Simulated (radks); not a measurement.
The numbers below are computed, except where a source is named.
Species: the technetium ion Tc+. Configuration: [Kr] 4d5 5s1.

Code: a radial shooting solver on a logarithmic mesh with Libxc functionals. Model: Dirac Kohn-Sham, BLYP, spin-unpolarised, spherical densities, point nucleus; open shells fill j = l - 1/2 first.

Energy parts (hartree):
| part | energy |
|---|---|
| total | -4286.54185 |
| kinetic | 4453.00752 |
| electron-nucleus | -10346.49536 |
| Hartree | 1735.77946 |
| exchange-correlation | -128.83346 |

Orbitals (lengths in bohr, moments of r in powers of bohr; <r^-3> diverges for s and p1/2):
| orbital | occ. | eigenvalue (hartree) | <r^2> | <r^4> | <r> | <r^-3> |
|---|---|---|---|---|---|---|
| 1s1/2 | 2 | -766.9396 | 0.001586 | 6.517e-06 | 0.03428 | - |
| 2s1/2 | 2 | -109.6258 | 0.02632 | 0.001195 | 0.1493 | - |
| 2p1/2 | 2 | -101.1205 | 0.01983 | 0.0007906 | 0.1271 | - |
| 2p3/2 | 4 | -96.77216 | 0.02118 | 0.0008901 | 0.1318 | 2595 |
| 3s1/2 | 2 | -19.30694 | 0.1977 | 0.06045 | 0.4153 | - |
| 3p1/2 | 2 | -16.03914 | 0.1950 | 0.06199 | 0.4092 | - |
| 3p3/2 | 4 | -15.31210 | 0.2050 | 0.06837 | 0.4198 | 439.9 |
| 3d3/2 | 4 | -9.52796 | 0.1893 | 0.06905 | 0.3971 | 64.98 |
| 3d5/2 | 6 | -9.38820 | 0.1925 | 0.07126 | 0.4006 | 61.79 |
| 4s1/2 | 2 | -2.96402 | 1.267 | 2.431 | 1.057 | - |
| 4p1/2 | 2 | -2.00881 | 1.521 | 3.674 | 1.152 | - |
| 4p3/2 | 4 | -1.89984 | 1.602 | 4.088 | 1.182 | 65.98 |
| 4d3/2 | 4 | -0.51675 | 3.380 | 22.98 | 1.669 | 5.188 |
| 4d5/2 | 1 | -0.50593 | 3.460 | 24.12 | 1.689 | 4.883 |
| 5s1/2 | 1 | -0.41926 | 10.48 | 169.5 | 3.041 | - |

The highest occupied level is 5s1/2 at -11.409 eV. The density falls to 0.001 e/bohr^3 at r = 4.23 bohr. Summed over all electrons, <r^2> = 43.14 bohr^2, which gives a Langevin (diamagnetic) susceptibility term of -34.2 x 10^-6 cm^3/mol.
